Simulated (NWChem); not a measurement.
Species: PbHBr, singlet; SMILES [PbH][Br]

Computed with NWChem. Low-valent species are run as closed-shell singlets; no triplet was tried in these runs. Coordinates come from a PBE0/def2-SVP optimisation. No frequency run checked for a minimum. def2 effective core potentials on Pb; no spin-orbit coupling.

Diagonal of the polarisability tensor at B3LYP/def2-SVPD, static: 68.97, 94.70, 50.38 bohr³.

### Question
Find the mean polarisability volume, the molar refraction, and the refractive index that an ideal gas of it would have at 273.15 K and 1 atm.

### Answer

1. Mean: one third of the trace = 71.35 bohr³ × 0.14818 Å³/bohr³ = 10.57 Å³.
2. Molar refraction (Lorentz-Lorenz): (4π/3) N_A α = 26.7 cm³/mol.
3. Number density p/kT = 2.687 × 10⁻⁵ Å⁻³; n − 1 = 2π N α = 17.85 × 10⁻⁴.
4. These hold the electronic response alone: vibrational and orientational terms add to the static dielectric constant.
